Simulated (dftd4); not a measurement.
CdCl, charge +1, singlet, at a GFN2-xTB geometry (such geometries of metal compounds can be far from the true shape); D4 for tpss (dftd4 4.2.0).

The dftd4 input:
```
$ dftd4 mol.xyz --func tpss --charge 1 --json dftd4.json --noedisp --grad

# file mol.xyz
2

Cd    -0.00000000    -0.00000000    -0.57706447
Cl     0.00000000     0.00000000     1.62935850
```

Q: Predict the main parts of the log of this dftd4 run.

A: 
```
                    ____  _____ _____     ____  _  _
      -------------|  _ \|  ___|_   _|---|  _ \| || |------------
     |             | | | | |_    | | ___ | | | | || |_           |
     |             | |_| |  _|   | ||___|| |_| |__   _|          |
     |             |____/|_|     |_|     |____/   |_|            |
     |             ===================================           |
     |            E. Caldeweyher, S. Ehlert & S. Grimme          |
     |          Mulliken Center for Theoretical Chemistry        |
     |                    University of Bonn                     |
      -----------------------------------------------------------

Rational (Becke-Johnson) damping: tpss-D4-ATM
---------------------
  s6         1.0000
  s8         1.7660
  s9         1.0000
  a1         0.4282
  a2         4.5426
 alp        16.0000
--------------------

Dispersion energy:      -1.9994256965627E-03 Eh

Gradient norm:           4.1085696289426E-05 Eh/a0
--------------------------------------------------
     #    Z           dE/dx      dE/dy      dE/dz
--------------------------------------------------
     1   48 Cd    0.000E+00  0.000E+00 -2.905E-05
     2   17 Cl    0.000E+00  0.000E+00  2.905E-05
--------------------------------------------------

Virial:
--------------------------------------------------
      component           x          y          z
--------------------------------------------------
          x       0.000E+00  0.000E+00  0.000E+00
          y       0.000E+00  0.000E+00  0.000E+00
          z       0.000E+00  0.000E+00  1.211E-04
--------------------------------------------------

[Info] Dispersion results written to 'dftd4.txt'
[Info] JSON dump of results written to 'dftd4.json'
```
